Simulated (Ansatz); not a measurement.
Ligand-field states of cis-NiBr2(NH3)2 (NiBr2N2H6) at its PBE-D4/def2-SVP geometry (relaxed as a singlet).

| atom | x (Å) | y (Å) | z (Å) |
| --- | --- | --- | --- |
| Ni1 | -0.359 | 0.230 | -0.681 |
| Br2 | -1.821 | -0.816 | -2.133 |
| Br3 | -0.311 | 2.185 | -1.914 |
| N4 | 0.887 | 1.106 | 0.543 |
| H5 | 1.836 | 0.703 | 0.564 |
| H6 | 0.577 | 1.207 | 1.522 |
| H7 | 0.964 | 2.058 | 0.131 |
| N8 | -0.405 | -1.415 | 0.371 |
| H9 | -0.991 | -2.037 | -0.222 |
| H10 | -0.876 | -1.335 | 1.285 |
| H11 | 0.498 | -1.886 | 0.534 |

CASSCF(8,5) on the Ni 3d shell in def2-SVP, averaged with equal weights over 10 triplets and 15 singlets, then SC-NEVPT2; Ansatz, no spin–orbit coupling. The space holds no ligand orbitals and no second d shell, so covalent complexes are described poorly.

Problem. Estimate the states' energies above the lowest.

Solution. 
```csv
state,CASSCF (cm⁻¹),NEVPT2 (cm⁻¹)
triplet 1,0,0
triplet 2,963,881
triplet 3,1115,900
triplet 4,6646,7430
triplet 5,12045,16723
triplet 6,12119,17309
triplet 7,12152,17030
triplet 8,22430,23499
triplet 9,30423,32639
triplet 10,30764,32897
singlet 1,7862,644
singlet 2,17407,15828
singlet 3,17639,15827
singlet 4,17790,15843
singlet 5,20506,18383
singlet 6,28200,31454
singlet 7,29981,32910
singlet 8,32578,34936
singlet 9,32676,35235
singlet 10,35399,37804
singlet 11,37401,40377
singlet 12,37952,41210
singlet 13,38218,41329
singlet 14,38453,41712
singlet 15,69140,66095
```
The lowest NEVPT2 state is a triplet. Run time 38 s (4 threads of Arm Neoverse V2 on a shared host), peak host memory 1.3 GiB.
